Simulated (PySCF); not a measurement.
Species: C5H6FO3 (charge -1).
Numbering: `[CH3:1][O:2][C@@:3]1([F:4])[CH2:5][C@H:6]1[C:7](=[O:8])[O-:9]` (hydrogens: H10, H11, H12 on C1; H13, H14 on C5; H15 on C6)

Structure used (PBE0-D3(BJ)/def2-SVP), in Å, numbered top down from 1:
```
atom  x, y, z in Å
C1    -1.3920    1.1840   -0.7963
O2    -0.6432    0.0790   -1.2608
C3    -0.3597   -0.8203   -0.2847
F4    -1.4732   -1.5970   -0.0025
C5     0.9395   -1.5171   -0.2338
C6     0.5417   -0.5351    0.8577
C7     1.2740    0.8419    0.9313
O8     2.2753    0.9727    0.2122
O9     0.7235    1.6544    1.7037
H10   -1.3677    1.9483   -1.5866
H11   -0.9507    1.5925    0.1300
H12   -2.4439    0.8973   -0.6113
H13    0.9286   -2.5942   -0.0405
H14    1.7408   -1.1153   -0.8627
H15    0.1995   -0.9284    1.8203
```

Method used: PBE0-D3(BJ)/def2-SVP geometry optimisation, gas phase (PySCF 2.14.0).

Masses are those of the commonest isotopes; rigid-rotor values at the optimised geometry. The values belong to one conformer with, in the numbering `[CH3:1][O:2][C@@:3]1([F:4])[CH2:5][C@H:6]1[C:7](=[O:8])[O-:9]`, C1–O2–C3–F4 77°, C5–C6–C7–O8 -10°.

(1) Give the principal moments of inertia and the rotational constants in cm⁻¹.

(2) What kind of rotor is it?

(3) Is it planar, by Δ = Ic − Ia − Ib?

(4) Give the other two planar moments, Paa and Pbb, and the rms extents of the mass along the axes.

(5) List the rotational levels J(Ka,Kc) to J = 4 (K).

(6) Which types of transition are allowed, and where do some lines up to J = 4 fall?

(7) Estimate the classical rotational partition function at 50 K, 100 K and 298.15 K.

Answers

(1) Ia = 204.38, Ib = 365.10, Ic = 433.73 u·Å²; 505379 MHz·u·Å²/I gives 2473, 1384 and 1165 MHz, that is A = 0.08248, B = 0.04617, C = 0.03887 cm⁻¹.

(2) An asymmetric top. Ray's parameter κ = (2B − A − C)/(A − C) = -0.665; −1 is the prolate and +1 the oblate limit.

(3) Not planar: Δ = Ic − Ia − Ib = -135.75 u·Å². For a rigid frame Δ = −2 Σ m c², so Σ m c² = 67.88 u·Å² lies off the ab plane: 6.16 from hydrogen and 61.72 from heavier atoms. The atom farthest from that plane is 1.60 Å away.

(4) Paa = Σ m a² = (Ib + Ic − Ia)/2 = 297.23 and Pbb = Σ m b² = (Ia + Ic − Ib)/2 = 136.50 u·Å². With the mass M = 133.03 u, the rms extents √(P/M) along a, b and c are 1.49, 1.01, 0.71 Å.

(5) Above 0(0,0), as E/k:
J = 1: 1(0,1) 0.122, 1(1,1) 0.175, 1(1,0) 0.185
J = 2: 2(0,2) 0.366, 2(1,2) 0.409, 2(1,1) 0.440, 2(2,1) 0.597, 2(2,0) 0.598
J = 3: 3(0,3) 0.727, 3(1,3) 0.759, 3(1,2) 0.822, 3(2,2) 0.964, 3(2,1) 0.971, 3(3,1) 1.252, 3(3,0) 1.253
J = 4: 4(0,4) 1.204, 4(1,4) 1.225, 4(1,3) 1.329, 4(2,3) 1.452, 4(2,2) 1.472, 4(3,2) 1.744, 4(3,1) 1.745, 4(4,1) 2.145, 4(4,0) 2.145
Those of J = 1 are B + C, A + C and A + B.

(6) The dipole components (about the centre of mass, as the species is charged) are |μa| = 5.88 D, |μb| = 0.30 D, |μc| = 0.25 D. Intensities carry the squares of the components, which stand as 1.00 : 0.00 : 0.00 (a : b : c). Some lines, for components of 0.1 D or more:

```tsv
type	branch	J(Ka,Kc)	MHz	lower level (cm⁻¹)
b	Q	1(1,0) ← 1(0,1)	1308	0.085
a	Q	3(1,2) ← 3(1,3)	1311	0.528
c	Q	3(2,2) ← 3(1,2)	2957	0.571
c	R	1(1,0) ← 0(0,0)	3857	0.000
b	R	3(1,2) ← 2(2,1)	4691	0.415
a	R	2(0,2) ← 1(0,1)	5069	0.085
b	R	3(0,3) ← 2(1,2)	6633	0.284
b	R	4(1,3) ← 3(2,2)	7610	0.670
c	Q	4(4,1) ← 4(3,1)	8322	1.213
c	R	3(1,2) ← 2(0,2)	9513	0.254
a	R	4(1,4) ← 3(1,3)	9707	0.528
a	R	4(3,2) ← 3(3,1)	10250	0.870
b	R	3(3,1) ← 2(2,0)	13626	0.416
c	R	4(2,3) ← 3(1,3)	14443	0.528
b	R	4(4,1) ← 3(3,0)	18587	0.871
c	R	4(4,0) ← 3(3,0)	18588	0.871
```

(7) Point group C1, symmetry number σ = 1; q = (√π/σ)·√((kT/h)³/(ABC)), k/h = 20836.6 MHz/K: 29800 at 50 K, 84400 at 100 K, 435000 at 298.15 K.

PBE0-D3(BJ)/def2-SVP frequencies: not computed here. Constants of a rigid frame at the computed geometry: no zero-point averaging, no centrifugal distortion. A rigid rotor knows nothing of internal rotation, which can split or shift real lines.

Cost: about 6 min of CPU time on one thread; the machine was shared, so the figure is rough. These figures are those of the optimisation.
